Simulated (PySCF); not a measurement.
NbF₆, SMILES [F][Nb-]([F])([F])([F])([F])[F], charge -1, multiplicity 1.

Geometry optimised at PBE-D3(BJ)/def2-SVPD. The spin state was assumed, not searched. The isomer is the one that the SMILES or the coordinates give; other isomers of the formula were not compared. The def2 effective core potentials stand for the cores of Nb; spin–orbit coupling is left out.

Computed with PBE/def2-SVPD run with PySCF.

Symmetry labels are those of the subgroup D2h that the program uses (full group Oh).

Computed valence orbital energies around the gap with their symmetry:
```json
[
 {"orbital": "HOMO−7", "symmetry": "B2u", "energy (eV)": "-5.06"},
 {"orbital": "HOMO−6", "symmetry": "B3u", "energy (eV)": "-5.06"},
 {"orbital": "HOMO−5", "symmetry": "B1u", "energy (eV)": "-4.99"},
 {"orbital": "HOMO−4", "symmetry": "B2u", "energy (eV)": "-4.99"},
 {"orbital": "HOMO−3", "symmetry": "B3u", "energy (eV)": "-4.99"},
 {"orbital": "HOMO−2", "symmetry": "B1g", "energy (eV)": "-4.49"},
 {"orbital": "HOMO−1", "symmetry": "B2g", "energy (eV)": "-4.49"},
 {"orbital": "HOMO", "symmetry": "B3g", "energy (eV)": "-4.49"},
 {"orbital": "LUMO", "symmetry": "B1g", "energy (eV)": "1.10"},
 {"orbital": "LUMO+1", "symmetry": "B2g", "energy (eV)": "1.10"},
 {"orbital": "LUMO+2", "symmetry": "B3g", "energy (eV)": "1.10"},
 {"orbital": "LUMO+3", "symmetry": "Ag", "energy (eV)": "3.56"}
]
```
